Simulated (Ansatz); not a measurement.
Geometry optimisation, DFT PBE, scalar-relativistic, plane waves, PAW in Ansatz.

input.yaml

```yaml
crystal:
  lattice:
    - [5.727565, 0.0, 0.0]
    - [4.295674, 7.440325, 0.0]
    - [0.0, 0.0, 15.676537]
  atoms:
    - { symbol: Al, position: [0.1666667, 0.1111111, 0.0637896] }
    - { symbol: Al, position: [0.6666667, 0.1111111, 0.0637896] }
    - { symbol: Al, position: [0.1666667, 0.4444444, 0.0637896] }
    - { symbol: Al, position: [0.6666667, 0.4444444, 0.0637896] }
    - { symbol: Al, position: [0.1666667, 0.7777778, 0.0637896] }
    - { symbol: Al, position: [0.6666667, 0.7777778, 0.0637896] }
    - { symbol: Al, position: [-0.1666667, 0.2222222, 0.2129468] }
    - { symbol: Al, position: [0.3333333, 0.2222222, 0.2129468] }
    - { symbol: Al, position: [-0.1666667, 0.5555556, 0.2129468] }
    - { symbol: Al, position: [0.3333333, 0.5555556, 0.2129468] }
    - { symbol: Al, position: [-0.1666667, 0.8888889, 0.2129468] }
    - { symbol: Al, position: [0.3333333, 0.8888889, 0.2129468] }
    - { symbol: Al, position: [0.0, 0.0, 0.362104] }
    - { symbol: Al, position: [0.5, 0.0, 0.362104] }
    - { symbol: Al, position: [0.0, 0.3333333, 0.362104] }
    - { symbol: Al, position: [0.5, 0.3333333, 0.362104] }
    - { symbol: Al, position: [0.0, 0.6666667, 0.362104] }
    - { symbol: Al, position: [0.5, 0.6666667, 0.362104] }
    - { symbol: Na, position: [0.332386, 0.5587787, 0.5183885] }
basis:
  ecutwfc: 420.0
kpoints:
  mp_grid: { grid: [3, 2, 1] }
hamiltonian:
  xc: pbe
scf:
  occupations: { method: fermi_dirac, width: 0.1 }
  lower_state_search: "off"
relax:
  f_tol: 0.03
  max_steps: 60
  adjacent_minimum: "off"
  constraints: [{ sites: [0, 1, 2, 3, 4, 5] }]
```

Launched with:

```bash
$ ansatz run input.yaml --threads 1 --pin off --max-ram 3072MiB --backend cpu --events-out ev --progress --plain --runs-dir out
```

Where does it end, and by what steps?

The forces met the threshold. Limits of this set-up: coarse k mesh, thin slab, slab without dipole correction. After 3 steps the energy has fallen by 0.040 eV; Na19 moved furthest, 0.09 Å.

```
step  energy less start (eV)  largest force component (eV/Å)  accepted
   0                  0.0000                           0.304       yes
   1                 -0.0342                           0.131       yes
   2                 -0.0390                           0.034       yes
   3                 -0.0395                           0.009       yes
```

```xyz
19
Lattice="5.7276 0.0000 0.0000 4.2957 7.4403 0.0000 0.0000 0.0000 15.6765" Properties=species:S:1:pos:R:3
Al 1.432 0.827 1.000
Al 4.296 0.827 1.000
Al 2.864 3.307 1.000
Al 5.728 3.307 1.000
Al 4.296 5.787 1.000
Al 7.159 5.787 1.000
Al 0.007 1.646 3.353
Al 2.857 1.646 3.349
Al 1.433 4.128 3.350
Al 4.295 4.137 3.360
Al 2.863 6.622 3.349
Al 5.729 6.619 3.346
Al 0.004 -0.004 5.720
Al 2.858 0.006 5.707
Al 1.430 2.478 5.740
Al 4.297 2.431 5.668
Al 2.832 4.986 5.669
Al 5.758 4.984 5.667
Na 4.302 4.124 8.208
```

Time of the run: 31 s on 1 thread of Arm Neoverse V2, on a shared host, peak memory 0.63 GiB.
